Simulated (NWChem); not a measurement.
# C3H5BFN; SMILES C#CB(F)NC

```xyz
11

C      1.0503     2.2357    -0.0001
C      0.3124     1.2687     0.0002
B     -0.6209     0.0417    -0.0001
F     -1.9491     0.2301    -0.0004
N     -0.1368    -1.2665    -0.0003
C      1.2363    -1.6991     0.0008
H      1.6943     3.0969    -0.0005
H     -0.8273    -2.0101    -0.0007
H      1.4773    -2.3016     0.8931
H      1.4776    -2.3050    -0.8891
H      1.8966    -0.8214    -0.0007
```
Atoms are numbered in this order, from 1.

Level: PBE0/def2-SVP (NWChem), optimised geometry, unscaled harmonic frequencies. 

```tsv
frequency (cm⁻¹)	IR intensity (km/mol)
136	1.2
149	1.0
184	0.1
246	6.4
270	2.4
443	16.6
547	0.3
611	5.5
681	7.0
687	128.2
728	35.2
752	34.1
1061	65.3
1148	0.3
1170	3.7
1295	174.6
1333	185.1
1451	4.2
1469	6.1
1478	45.9
1589	301.2
2201	56.6
3039	56.5
3111	25.5
3173	4.6
3479	47.7
3636	46.3
```

```yaml
zero_point_energy: 51.5 kcal/mol
thermal correction to the enthalpy at 298.15 K (with zero-point energy): 56.4 kcal/mol
heat capacity Cv: 23.3 cal/(mol K)
entropy at 298.15 K and 1 atm (symmetry number 1): 80.7 cal/(mol K)
dipole_moment: 2.47 D
```

Rigid rotor and harmonic oscillator.
